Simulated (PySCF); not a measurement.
## I²⁺ (iodine, charge +2) across methods

[Kr] 4d10 5s1 5p3 5d1, high-spin 6D determinant (an excited configuration). Computed with PySCF 2.14 in aug-cc-pVQZ-PP with one added diffuse shell each of s, p, d, f, g type with ECP28MDF (8s8p6d4f3g, 117 functions), with scalar relativity through the core potential.

| method | E (hartree) | mean ε 5s α (eV) | mean ε 5p α (eV) | mean ε 5d α (eV) | Σ⟨r²⟩ (bohr²) | ⟨S²⟩ |
| --- | --- | --- | --- | --- | --- | --- |
| UHF | -292.92442 | -48.899 | -33.666 | -16.664 | 45.62 | 8.752 |
| revPBE | -293.8339 | -40.057 | -28.051 | -13.584 | 45.39 | 8.751 |
| PBE0 | -293.8011 | -42.514 | -29.639 | -14.425 | 45.34 | 8.751 |
| B3LYP | -293.8521 | -41.881 | -29.136 | -14.096 | 45.52 | 8.751 |
| LDA | -293.3151 | -40.320 | -28.183 | -13.500 | 45.56 | 8.751 |
| PBE | -293.7617 | -40.100 | -28.076 | -13.574 | 45.44 | 8.751 |
| r2SCAN | -293.9116 | -41.135 | -28.692 | -13.565 | 45.32 | 8.752 |

Q: Estimate the same row for wB97X-V.

A: E (hartree) = -293.7531; mean ε 5s α (eV) = -45.201; mean ε 5p α (eV) = -31.926; mean ε 5d α (eV) = -16.292; Σ⟨r²⟩ (bohr²) = 45.39; ⟨S²⟩ = 8.751.

Energies and moments cover only the electrons outside the core potential. The outer electron is Rydberg-like, and this basis confines it to a smaller radius and binds it less than a complete one would.
